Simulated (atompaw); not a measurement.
Before and after: PAW (atompaw) potential for Co (Z = 27)

atompaw 4.2.0.5 input, output lines left out:

```
Co 27
GGA-PBE scalarrelativistic loggrid 1500 logderivrange -10 5 376
4 4 3 0 0 0
4 0 1.5
4 1 0
3 2 7
0 0 0
c
c
v
v
c
v
v
v
2
1.45 1.25 1.40 1.20
n
n
y
0.25
n
custom polynom vanderbiltortho gaussian
3 0 vpsmatchnc
1.30
1.45
1.35
1.45
1.45
1.45
```

Change: local potential vpsmatchnc scheme with l = 3 at 0 Ry, radius 0.64 bohr.

Cutoffs: the cutoffs (Ry, on a coarse ladder) from which the occupation-weighted sum of valence levels, in a spherical-Bessel basis at the reference potential, stays within 10 and 1 mRy of its value at 400 Ry; they do not see the model core or the augmentation charge, which bear on the density cutoff.

**Question.** What does the change do?

**Answer.** The potential gets neither clearly harder nor softer (70 Ry and 120 Ry → 70 Ry and 120 Ry); a bound ghost appears in s, which as a rule spoils a file. A state that the projectors do not describe sees the local part alone, so a deeper or shallower local part can create or remove a ghost.

```csv
quantity,base,changed
"cutoff, loose",70 Ry,70 Ry
"cutoff, tight",120 Ry,120 Ry
bound ghosts,none,s
s: phases at 1.45 bohr within 0.05 rad from the reference energy up to (Ry; the scan ends near 5),to the end of the scan,to the end of the scan
p: phases at 1.45 bohr within 0.05 rad from the reference energy up to (Ry; the scan ends near 5),4.1,3.6
d: phases at 1.45 bohr within 0.05 rad from the reference energy up to (Ry; the scan ends near 5),to the end of the scan,to the end of the scan
lowest overlap eigenvalue by channel,"s 0.79, p 0.81, d 0.93","s 0.81, p 0.81, d 0.93"
```

 A true bound ghost makes a file unfit for plane-wave use even where its test errors are small: the radial tests pick states by their node count and pass the ghost by. The cutoffs see the waves, projectors and local potential, not the compensation charge or the core.
